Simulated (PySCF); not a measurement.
F₅Si₂, multiplicity 2. Atoms are numbered in the order given.

```xyz
7

F      1.9931     0.2445     1.3039
Si     1.3538    -0.4818     0.0000
F      1.9931     0.2445    -1.3039
Si    -0.9615     0.0086     0.0000
F     -1.3389     1.5707     0.0000
F     -1.6287    -0.6618    -1.2996
F     -1.6287    -0.6618     1.2996
```
Charge 0, spin multiplicity 2.

Geometry: B3LYP-D3(BJ)/def2-SVP. The isomer is the one that the SMILES or the coordinates give; other isomers of the formula were not compared. One conformer was computed; it need not be the lowest.

Computed with M06-2X/def2-TZVP in PySCF.

Isolated molecule, no solvent.

```json
{
 "total_energy": "-1078.53942 hartree",
 "point_group": "Cs",
 "α spin, highest occupied and lowest empty level": "-8.53 and -0.50 eV",
 "β spin, highest occupied and lowest empty level": "-11.90 and -3.28 eV",
 "dipole_moment": "1.60 D",
 "quadrupole, principal values (traceless, Buckingham form, about the centre of nuclear charge)": "-3.77, -2.21, 5.98 D·Å",
 "mean_static_polarisability": "45.8 bohr³ (6.79 Å³)",
 "polarisability_principal_values": "39.6, 42.3, 55.6 bohr³",
 "⟨S²⟩": "0.754 (pure state 0.75)"
}
```
